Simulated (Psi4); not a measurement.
Psi4 input (wB97X-D/6-31G*):

```
memory 1500 MB

molecule {
0 2
C    -1.63289300    0.38568100   -0.07813700
N    -0.38177400   -0.20321100   -0.52811500
Si    1.10077800   -0.16632400    0.35839300
H    -2.20609700    0.76825400   -0.92633500
H    -1.41984200    1.22778000    0.58166000
H    -2.26547700   -0.31926700    0.47256500
H    -0.50730900   -0.94197600   -1.20464100
H     2.17619800   -0.53601600   -0.60707600
H     1.28141100    1.23814700    0.83194900
symmetry c1
no_reorient
no_com
}

set {
  basis 6-31G*
  reference uks
  scf_type pk
  dft_radial_points 99
  dft_spherical_points 590
  e_convergence 1e-8
  d_convergence 1e-7
  maxiter 150
}

e = energy('wb97x-d')
print_out(f'\nFINAL {e:.10f} DIPOLE {variable("CURRENT DIPOLE")[0]:.6f} {variable("CURRENT DIPOLE")[1]:.6f} {variable("CURRENT DIPOLE")[2]:.6f}\n')
```

Output:

```
   => Loading Basis Set <=

    Name: 6-31G*
    Role: ORBITAL
    Keyword: BASIS
    atoms 1   entry C          line   111 file 6-31gs.gbs
    atoms 2   entry N          line   128 file 6-31gs.gbs
    atoms 3   entry SI         line   268 file 6-31gs.gbs
    atoms 4-9 entry H          line    44 file 6-31gs.gbs

   => WB97X-D: Empirical Dispersion <=

    Chai and Head-Gordon Dispersion Correction
    Chai, J.-D.; Head-Gordon, M. (2010), J. Chem. Phys., 132: 6615-6620

        s6 =       1.000000

         ---------------------------------------------------------
                                   SCF
               by Justin Turney, Rob Parrish, Andy Simmonett
                          and Daniel G. A. Smith
                              UKS Reference
         ---------------------------------------------------------

  ==> Geometry <==

    Molecular point group: c1
    Full point group: C1

    Geometry (in Angstrom), charge = 0, multiplicity = 2:

       Center              X                  Y                   Z               Mass
    ------------   -----------------  -----------------  -----------------  -----------------
         C           -1.632893000000     0.385681000000    -0.078137000000    12.000000000000
         N           -0.381774000000    -0.203211000000    -0.528115000000    14.003074004430
         SI           1.100778000000    -0.166324000000     0.358393000000    27.976926534650
         H           -2.206097000000     0.768254000000    -0.926335000000     1.007825032230
         H           -1.419842000000     1.227780000000     0.581660000000     1.007825032230
         H           -2.265477000000    -0.319267000000     0.472565000000     1.007825032230
         H           -0.507309000000    -0.941976000000    -1.204641000000     1.007825032230
         H            2.176198000000    -0.536016000000    -0.607076000000     1.007825032230
         H            1.281411000000     1.238147000000     0.831949000000     1.007825032230

  Running in c1 symmetry.

  Rotational constants: A =      1.16769  B =      0.17822  C =      0.16260 [cm^-1]
  Rotational constants: A =  35006.56096  B =   5342.98745  C =   4874.52062 [MHz]
  Nuclear repulsion =  107.620123010501842

  Charge       = 0
  Multiplicity = 2
  Electrons    = 33
  Nalpha       = 17
  Nbeta        = 16

  ==> Algorithm <==

  SCF Algorithm Type is PK.
  DIIS enabled.
  MOM disabled.
  Fractional occupation disabled.
  Guess Type is SAD.
  Energy threshold   = 1.00e-08
  Density threshold  = 1.00e-07
  Integral threshold = 1.00e-12

  ==> Primary Basis <==

  Basis Set: 6-31G*
    Blend: 6-31G*
    Number of shells: 32
    Number of basis functions: 61
    Number of Cartesian functions: 61
    Spherical Harmonics?: false
    Max angular momentum: 2

  ==> DFT Potential <==

   => LibXC <=

    Version 7.1.2
    S. Lehtola, C. Steigemann, M. J. T. Oliveira, and M. A. L. Marques,  SoftwareX 7, 1–5 (2018) (10.1016/j.softx.2017.11.002)

   => Composite Functional: WB97X-D <=

    wB97X-D Hyb-GGA Exchange-Correlation Functional

    J.-D. Chai and M. Head-Gordon,  Phys. Chem. Chem. Phys. 10, 6615–6620 (2008) (10.1039/B810189B)

    Deriv               =              1
    GGA                 =           TRUE
    Meta                =          FALSE

    Exchange Hybrid     =           TRUE
    MP2 Hybrid          =          FALSE

   => Exchange-Correlation Functionals <=

    1.0000   wB97X-D range-separated functional

   => Exact (HF) Exchange <=

    0.7780            HF,LR [omega = 0.2000]
    0.2220               HF

   => LibXC Density Thresholds  <==

    XC_HYB_GGA_XC_WB97X_D:  1.00E-14

   => Molecular Quadrature <=

    Radial Scheme          =       TREUTLER
    Pruning Scheme         =           NONE
    Nuclear Scheme         =       TREUTLER

    Blocking Scheme        =         OCTREE
    BS radius alpha        =              1
    Pruning alpha          =              1
    Radial Points          =             99
    Spherical Points       =            590
    Total Points           =         498941
    Total Blocks           =           3562
    Max Points             =            256
    Max Functions          =             61
    Weights Tolerance      =       1.00E-15

  ==> Integral Setup <==

  Using in-core PK algorithm.
   Calculation information:
      Number of atoms:                   9
      Number of AO shells:              32
      Number of primitives:             81
      Number of atomic orbitals:        61
      Number of basis functions:        61

      Integral cutoff                 1.00e-12
      Number of threads:                 1

  Performing in-core PK
  Using 5366658 doubles for integral storage.
  We computed 134668 shell quartets total.
  Whereas there are 139656 unique shell quartets.

  Computing range-separated integrals for PK
  We computed 134668 wK shell quartets total.
  Whereas there are 139656 wK unique shell quartets.

  ==> DiskJK: Disk-Based J/K Matrices <==

    J tasked:                  Yes
    K tasked:                  Yes
    wK tasked:                 Yes
    Omega:               2.000E-01
    Schwarz Cutoff:          1E-12


  Cached 100.0% of DFT collocation blocks in 0.766 [GiB].

  Minimum eigenvalue in the overlap matrix is 8.7200641487E-03.
  Reciprocal condition number of the overlap matrix is 1.3239276650E-03.
    Using symmetric orthogonalization.

  ==> Pre-Iterations <==

  SCF Guess: Superposition of Atomic Densities via on-the-fly atomic UHF (no occupation information).

   -------------------------
    Irrep   Nso     Nmo
   -------------------------
     A         61      61
   -------------------------
    Total      61      61
   -------------------------

  ==> Iterations <==

                        Total Energy        Delta E     RMS |[F,P]|

   @UKS iter SAD:  -385.20016236502187   -3.85200e+02   0.00000e+00
   @UKS iter   1:  -385.71407529533349   -5.13913e-01   9.10628e-03 ADIIS/DIIS
   @UKS iter   2:  -385.69915905263872    1.49162e-02   9.78999e-03 ADIIS/DIIS
   @UKS iter   3:  -385.86030424993277   -1.61145e-01   9.55259e-04 ADIIS/DIIS
   @UKS iter   4:  -385.86185981020623   -1.55556e-03   2.93359e-04 ADIIS/DIIS
   @UKS iter   5:  -385.86205155728766   -1.91747e-04   8.72085e-05 DIIS
   @UKS iter   6:  -385.86207200396564   -2.04467e-05   1.91501e-05 DIIS
   @UKS iter   7:  -385.86207426196938   -2.25800e-06   6.30125e-06 DIIS
   @UKS iter   8:  -385.86207463063658   -3.68667e-07   1.96653e-06 DIIS
   @UKS iter   9:  -385.86207466736829   -3.67317e-08   6.04071e-07 DIIS
   @UKS iter  10:  -385.86207467037480   -3.00651e-09   1.66310e-07 DIIS
   @UKS iter  11:  -385.86207467067152   -2.96723e-10   5.65485e-08 DIIS
  Energy and wave function converged.

  ==> Post-Iterations <==

   Electrons on quadrature grid:
      Nalpha   =   17.0000011020 ; deviation = 1.102e-06
      Nbeta    =   16.0000007097 ; deviation = 7.097e-07
      Ntotal   =   33.0000018117 ; deviation = 1.812e-06

   @Spin Contamination Metric:   2.832427077E-03
   @S^2 Expected:                7.500000000E-01
   @S^2 Observed:                7.528324271E-01
   @S   Expected:                5.000000000E-01
   @S   Observed:                5.000000000E-01

    Orbital Energies [Eh]
    ---------------------

    Alpha Occupied:

       1A    -66.272003     2A    -14.450834     3A    -10.325201
       4A     -5.387851     5A     -3.733994     6A     -3.731829
       7A     -3.731039     8A     -0.984647     9A     -0.770106
      10A     -0.629453    11A     -0.561821    12A     -0.522045
      13A     -0.497379    14A     -0.443578    15A     -0.419364
      16A     -0.362925    17A     -0.247120

    Alpha Virtual:

      18A      0.101688    19A      0.144920    20A      0.196521
      21A      0.203605    22A      0.227118    23A      0.252956
      24A      0.258639    25A      0.274087    26A      0.283431
      27A      0.337200    28A      0.362002    29A      0.450796
      30A      0.569054    31A      0.636988    32A      0.673994
      33A      0.681675    34A      0.721818    35A      0.768824
      36A      0.787550    37A      0.843363    38A      0.908112
      39A      0.937051    40A      0.992233    41A      1.010360
      42A      1.032874    43A      1.062918    44A      1.132307
      45A      1.170501    46A      1.209186    47A      1.250051
      48A      1.466767    49A      1.592983    50A      1.800736
      51A      2.019586    52A      2.095523    53A      2.133556
      54A      2.316319    55A      2.392459    56A      2.432588
      57A      2.562343    58A      2.723269    59A      3.039425
      60A      3.861142    61A      4.340486

    Beta Occupied:

       1A    -66.269482     2A    -14.446722     3A    -10.325385
       4A     -5.385102     5A     -3.730339     6A     -3.729412
       7A     -3.726683     8A     -0.975332     9A     -0.767433
      10A     -0.617448    11A     -0.554860    12A     -0.516386
      13A     -0.491570    14A     -0.438136    15A     -0.409587
      16A     -0.328860

    Beta Virtual:

      17A     -0.004048    18A      0.110588    19A      0.155997
      20A      0.199610    21A      0.210712    22A      0.231423
      23A      0.254205    24A      0.260004    25A      0.275598
      26A      0.286689    27A      0.351184    28A      0.366031
      29A      0.462140    30A      0.579942    31A      0.640375
      32A      0.682889    33A      0.701914    34A      0.737884
      35A      0.787001    36A      0.806011    37A      0.850953
      38A      0.921937    39A      0.943860    40A      0.995991
      41A      1.014954    42A      1.036251    43A      1.065110
      44A      1.134542    45A      1.175465    46A      1.220519
      47A      1.259423    48A      1.470419    49A      1.598966
      50A      1.809520    51A      2.024066    52A      2.099496
      53A      2.137757    54A      2.321169    55A      2.399345
      56A      2.435987    57A      2.567236    58A      2.726656
      59A      3.054911    60A      3.869870    61A      4.340825

    Final Occupation by Irrep:
              A
    DOCC [    16 ]
    SOCC [     1 ]
    NA   [    17 ]
    NB   [    16 ]

  @UKS Final Energy:  -385.86207467067152

   => Energetics <=

    Nuclear Repulsion Energy =            107.6201230105018425
    One-Electron Energy =                -744.0883304151786888
    Two-Electron Energy =                 275.6598148812886961
    DFT Exchange-Correlation Energy =     -25.0511303050475895
    Empirical Dispersion Energy =          -0.0025518422357781
    VV10 Nonlocal Energy =                  0.0000000000000000
    Total Energy =                       -385.8620746706715181

  UHF NO Occupations:
  HONO-2 :   15  A 1.9998857
  HONO-1 :   16  A 1.9988340
  HONO-0 :   17  A 1.0000000
  LUNO+0 :   18  A 0.0011660
  LUNO+1 :   19  A 0.0001143
  LUNO+2 :   20  A 0.0000470
  LUNO+3 :   21  A 0.0000446

Computation Completed

Properties will be evaluated at   0.000000,   0.000000,   0.000000 [a0]

Properties computed using the SCF density matrix

 Multipole Moments:

 ------------------------------------------------------------------------------------
     Multipole            Electronic (a.u.)      Nuclear  (a.u.)        Total (a.u.)
 ------------------------------------------------------------------------------------

 L = 1.  Multiply by 2.5417464519 to convert [e a0] to [Debye]
 Dipole X            :         -0.6160418           -0.0000000           -0.6160418
 Dipole Y            :         -0.1471585           -0.0000094           -0.1471680
 Dipole Z            :         -0.2494969           -0.0000057           -0.2495026
 Magnitude           :                                                    0.6807477

 ------------------------------------------------------------------------------------

FINAL -385.8620746707 DIPOLE -0.616042 -0.147168 -0.249503

*** Psi4 exiting successfully. Buy a developer a beer!
```

The geometry given is a B3LYP-D3(BJ)/def2-TZVP minimum.
